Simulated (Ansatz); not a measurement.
`C[SiH2][GaH][Cl]` + `[SiH3][SeH]` → `[SiH3][Se][GaH][Cl]` + `C[SiH3]` at 700 K and 1 bar (cleavage of the Ga–Si bond).

Program: Ansatz. Geometries: PBE0-D4/def2-TZVP. ΔE: electronic, gas phase. CBS: MP2 limit from def2 TZ/QZ plus the TZ coupled-cluster correction, frozen cores. This one scheme is used for every species. For Ga, Se outer-core shells are correlated without core-valence functions, which leaves a few kJ/mol of doubt a bond. Scalar relativity is left out up to krypton. Each species was taken in one conformer, which may not be the lowest.

| species | CCSD(T)/CBS energy (Eh) | H − E (kJ/mol) | S (J/(mol·K)) |
| --- | --- | --- | --- |
| `C[SiH2][GaH][Cl]` | -2714.51932 | 243.1 | 501.6 |
| `[SiH3][SeH]` | -2692.20088 | 133.3 | 356.0 |
| `[SiH3][Se][GaH][Cl]` | -5076.01837 | 166.8 | 504.9 |
| `C[SiH3]` | -330.73916 | 210.8 | 332.0 |

H − E and S are ideal-gas, rigid-rotor, harmonic terms from PBE0-D4/def2-TZVP, for one conformer and one mirror image of each species. 1 Eh = 2625.50 kJ/mol, R = 8.31446 J/(mol·K).

**Question.** By hand: ΔE, ΔH, ΔS and ΔG.

**Answer.** ΔE = (-5076.01837) + (-330.73916) − (-2714.51932) − (-2692.20088) = -0.03733 Eh = -98.0 kJ/mol. Δ(H − E) = 166.8 + 210.8 − 243.1 − 133.3 = 1.2, so ΔH = -96.8 kJ/mol. ΔS = 504.9 + 332.0 − 501.6 − 356.0 = -20.7 J/(mol·K). ΔG = -96.8 − 700 × (-20.7)/1000 = -82.3 kJ/mol.

**Question.** By hand: the equilibrium constant, and the temperature at which ΔG would vanish if ΔH and ΔS stayed fixed.

**Answer.** log₁₀ K = −ΔG/(RT ln 10) = 6.1. ΔG = 0 at ΔH/ΔS = 4676 K, far beyond where these terms or the molecules hold.

ΔH outweighs TΔS. A doubt of 5 kJ/mol in ΔE shifts log₁₀ K by 0.4 here. Other conformers and mirror images would add mixing entropy, several J/(mol·K) or more a flexible species. Modes under 60 cm⁻¹, often nearly free rotors, make the harmonic entropy too high. These are equilibria of isolated gas molecules and say nothing of rates. Largest T1 diagnostic: 0.012 (customary marks: 0.02 for closed shells, 0.045 for open ones).
